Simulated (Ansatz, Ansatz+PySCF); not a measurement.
```xyz
18

C     0.0000    1.5600    0.0000
C     1.3510    0.7800    0.0000
C     1.3510   -0.7800    0.0000
C     0.0000   -1.5600    0.0000
C    -1.3510   -0.7800    0.0000
C    -1.3510    0.7800    0.0000
C     2.7020    1.5600    0.0000
C     4.0530    0.7800    0.0000
C     4.0530   -0.7800    0.0000
C     2.7020   -1.5600    0.0000
H     0.0000    2.6450    0.0000
H     0.0000   -2.6450    0.0000
H    -2.2906   -1.3225    0.0000
H    -2.2906    1.3225    0.0000
H     2.7020    2.6450    0.0000
H     4.9926    1.3225    0.0000
H     4.9926   -1.3225    0.0000
H     2.7020   -2.6450    0.0000
```

Basis set: def2-SVP (spherical functions). Charge 0, multiplicity 1.

Computed with Ansatz (development build ahead of 0.2.0); each method stands on the lowest determinant of its kind that the runs found. Restricted functionals stand beside restricted open-shell atoms, which can lie above the unrestricted atoms usual in DFT and then raise those values.

The atomization energy at this shape (free ground-state atoms in the same class of orbitals less the molecule, no zero-point energy) of singlet C₁₀H₈:

```
             method  atomization energy
  PBE0 (restricted)    2114.85 kcal/mol
PBE0 (unrestricted)    2104.67 kcal/mol
                UHF    1554.61 kcal/mol
                RHF    1529.15 kcal/mol
```

(1) What does ωB97X (unrestricted) give?

Answers

(1) 2061.94 kcal/mol. Caution: the shape is not the minimum. Caution for ωB97X (unrestricted): the unrestricted determinant is spin contaminated. Caution for UHF: the unrestricted determinant is a mixture of spin states. Caution for RHF: an unrestricted determinant lies well below.
